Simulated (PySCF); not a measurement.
## Two-component Hartree-Fock for Te³⁰⁺ (tellurium, charge +30)

Start: [Ar] 3d4; 3d3/2 filled at m_j = -3/2, -1/2, +1/2, +3/2. Calculated with PySCF 2.14 in an even-tempered Gaussian basis (16 s from 4.9 bohr⁻², ratio 2.8; 12 p from 6.4 bohr⁻², ratio 2.8; 8 d from 6.4 bohr⁻², ratio 2.8; 3 f from 22 bohr⁻², ratio 3): generalised Hartree-Fock with the X2C-1e Hamiltonian and a Gaussian nucleus; one run each with spin-orbit coupling (SO) switched off, then screened by Boettger's factors.

```csv
spinor shell,electrons,"ε, spin-free (eV)","ε, screened SO (eV)",weight of nominal j (screened SO),"rms radius, screened SO (bohr)"
1s1/2,2,-33336.2,-33331.5,1.000,0.0318
2s1/2,2,-6328.3,-6326.1,1.000,0.129
2p1/2,2,-5816.5,-6016.7,1.000,0.111
2p3/2,4,-5816.5,-5723.1,1.000,0.116
3s1/2,2,-2183.0,-2182.3,1.000,0.324
3p1/2,2,-2009.4,-2064.9,0.996,0.314
3p3/2,4,-2009.4,-1983.2,0.998,0.324
3d3/2,4,-1805.6,-1805.8,0.980,0.286
```

```csv
quantity,spin-free,screened SO
E (hartree),-6190.51020,-6192.98993
M_J,0,0
⟨J²⟩,4.001,0.159
⟨L²⟩,6.001,2.651
⟨S²⟩,6.000,2.651
```

Each row is a mean over spinors that exchange with the open shell spreads, by up to 6.906 eV (3s1/2).

⟨J²⟩ departs a little from M_J(M_J + 1) because the unrestricted spinors polarise the closed shells.

Breit and QED terms are absent; they matter most for the inner s and p1/2 levels.

Densities and radii are taken from the X2C orbitals without a picture-change correction, which distorts them close to the nucleus.

Without spin-orbit coupling the j labels of p, d and f shells carry no meaning; the spin-free column gives the mean over the occupied spinors of each nl shell, and its ⟨J²⟩ belongs to a mixture of degenerate components.
